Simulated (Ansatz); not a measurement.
Calculated with Ansatz (gas phase, PBE0-D4/def2-TZVP geometries, no zero-point term in ΔE). CCSD(T)/CBS is the MP2 limit (def2-TZVPP, def2-QZVPP) plus CCSD(T) − MP2 in def2-TZVPP, frozen cores. Functionals use def2-TZVPP. For Zn outer-core shells are correlated without core-valence functions, which leaves a few kJ/mol of doubt a bond. Scalar relativity is left out up to krypton. Each species was taken in one conformer, which may not be the lowest.

Reaction (redistribution): `O=C[SiH](Cl)O[SiH3]` + `CC[CH2][ZnH]` → `CC[SiH](Cl)O[SiH3]` + `O=C[CH2][ZnH]`

`O=C[SiH](Cl)O[SiH3]`:

```xyz
11

O    -0.214   -1.923    0.550
C    -0.449   -1.728   -0.618
Si   -0.125    0.017   -1.347
Cl   -1.955    0.712   -1.952
O     0.505    0.916   -0.172
Si    0.565    1.082    1.472
H    -0.868   -2.550   -1.243
H     0.766    0.003   -2.525
H     0.889    2.505    1.739
H    -0.747    0.748    2.074
H     1.634    0.216    2.021
```

`CC[CH2][ZnH]`:

Cartesian coordinates in Å:
```
C -0.338 0.162 -1.390
C -0.344 -0.815 -0.226
C -0.217 -0.129 1.133
Zn 1.384 0.972 1.369
H 0.609 0.712 -1.443
H -0.476 -0.344 -2.349
H -1.137 0.901 -1.286
H -1.272 -1.401 -0.265
H 0.467 -1.539 -0.360
H -1.088 0.517 1.302
H -0.240 -0.872 1.939
H 2.652 1.836 1.576
```

`CC[SiH](Cl)O[SiH3]`:

Z-matrix (Å, degrees):
```
C
C 1 1.526
H 1 1.092 2 111.3
H 1 1.092 2 111.2 3 120.1
H 1 1.092 2 111.3 3 -120.0
Si 2 1.853 1 114.3 3 179.5
H 2 1.097 1 110.7 3 58.9
H 2 1.096 1 110.9 3 -58.7
O 6 1.626 2 110.0 1 -58.0
Cl 6 2.066 2 109.4 1 61.1
H 6 1.481 2 112.9 1 179.4
Si 9 1.641 6 144.6 2 142.0
H 12 1.485 9 110.4 6 53.5
H 12 1.483 9 107.4 6 173.0
H 12 1.484 9 110.1 6 -67.5
```

`O=C[CH2][ZnH]`:

Cartesian coordinates in Å:
```
O -1.321 0.214 -1.623
C -1.125 0.177 -0.431
C 0.110 0.597 0.244
Zn 1.349 -0.936 0.289
H -1.912 -0.230 0.244
H 0.629 1.374 -0.324
H -0.071 0.913 1.274
H 2.341 -2.109 0.326
```

```tsv
level	ΔE (eV)
PBE-D4	-0.92
r2SCAN	-0.97
PBE0	-0.96
SCS-MP2/def2-TZVPP	-0.87
CCSD/def2-TZVPP	-0.88
CCSD(T)/def2-TZVPP	-0.87
MP2/def2-QZVPP	-0.93
CCSD/CBS(def2)	-0.88
```

Q: What does CCSD(T)/CBS give? (Estimate.)

A: Ansatz gave: -0.88 eV. The listed levels differ from it by -0.04, -0.09, -0.08, 0.01, 0.00, 0.01, -0.05, 0.00 eV.

Largest T1 diagnostic among the species: 0.016.

In def2-TZVPP, CCSD(T) changes the Hartree–Fock value by +0.11 eV (the triples alone add +0.01 eV) and MP2 by +0.06 eV. From PBE to PBE0 (25 % exact exchange), in def2-TZVPP and without D4, ΔE moves by −0.04 eV.
